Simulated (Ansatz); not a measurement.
1,2-elimination

Start structure (SiN$_{2}$H$_{6}$O$_{2}$, closed shell), relaxed at PBE0-D4/def2-TZVP:

```xyz
11
angstrom
Si -0.1434 0.0667 -0.0628
N 1.3228 0.9249 -0.0185
N -0.0077 -1.4697 0.6440
H 0.8538 -1.9844 0.6579
O -0.4808 0.0682 -1.6762
O -1.4011 0.7174 0.7792
H 1.6493 1.4166 -0.8320
H 1.7155 1.2794 0.8356
H -0.6983 -1.8244 1.2809
H -0.9951 -0.6774 -1.9864
H -1.8147 1.4827 0.3781
```

The step: SiN₂H₆O₂ ([NH2][Si]([NH2])([OH])[OH]) → SiNH₃O₂ ([NH][Si]([OH])[OH]) + NH₃ (still joined by a long Si–N bond); bonds formed: N2–H4; bonds broken: N3–H4; bonds weakened to dative contacts: Si1–N2. Computed with Ansatz 0.2.0 (basis: def2-TZVPP and def2-QZVPP); correlated methods freeze the cores. Extrapolation: Hartree–Fock as exp(−7.88 √X), correlation as X^−2.97. Energies below are by CCSD(T) at an estimated basis limit (MP2 extrapolated from triple and quadruple zeta, plus CCSD(T) − MP2 in triple zeta).

Task: What are the electronic barrier and the energy of the step, from the start structure to the end structure? (An estimate is asked for; the value comes from the calculation.)

Result: Computed: Barrier 52.23 kcal/mol; step energy 43.05 kcal/mol (uphill); reverse barrier, their difference, 9.18 kcal/mol. Barrier and step energy count from the start structure, the reverse barrier from the end structure.

The saddle point: One imaginary mode of 1265i cm⁻¹.
```
  pair  start (Å)  saddle (Å)  end (Å)
 N2–H4       3.02        1.21     1.02
Si1–N2       1.70        1.86     1.92
 N3–H4       1.00        1.45     2.37
```

Zero-point energy (harmonic, PBE0-D4): ZPE is 51.16 kcal/mol at the start and 49.52 kcal/mol at the saddle, so the barrier goes from 52.23 to 50.59 kcal/mol.

First-order rate constant out of the start structure at 698 K by transition-state theory, with harmonic vibrational free energies alone and no tunnelling: ΔA‡ = 54.83 kcal/mol, so k = (kB T/h) exp(−ΔA‡/kB T) ≈ 10^-4 s⁻¹ (an order of magnitude at best: rotation, the number of equivalent paths and anharmonicity are left out).

No T1 diagnostic of these runs exceeds 0.013.

Labels in which every atom is bracketed show which atoms are joined, not bond orders.

For scale, one of the runs: CCSD(T)/def2-TZVPP, 250 basis functions, launched by `ansatz run in.yaml --threads 8 --pin off --events-out ev --progress --plain --max-ram 19148MiB`. Time: 120 s of wall clock on 8 CPU threads of an Arm Neoverse V1; the host was shared. Peak host memory: 5.6 GiB.
